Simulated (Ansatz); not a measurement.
```yaml
atoms:
  - { symbol: C, position_ang: [0.0000, 0.0000, -0.5559] }
  - { symbol: C, position_ang: [0.0000, 0.0000, 0.5559] }
  - { symbol: H, position_ang: [0.0000, 0.0000, -1.5449] }
  - { symbol: H, position_ang: [0.0000, 0.0000, 1.5449] }
```

Basis set: 6-31G* (spherical functions). Correlated methods keep 2 orbitals frozen. Charge 0, multiplicity 1.

Computed with Ansatz (development build ahead of 0.2.0); each method stands on the lowest determinant of its kind that the runs found. Restricted open shells among the atoms or ions are ROHF, correlated in semicanonical orbitals with singles.

Problem. Give the atomization energy at this shape (free ground-state atoms in the same class of orbitals less the molecule, no zero-point energy) of singlet C₂H₂ by RHF-MP2, RHF.

Solution.

```csv
method,atomization energy
RHF-MP2,15.47 eV
RHF,12.08 eV
```

Caution: no unrestricted run beside it, a lower state can exist; the shape is not the minimum.
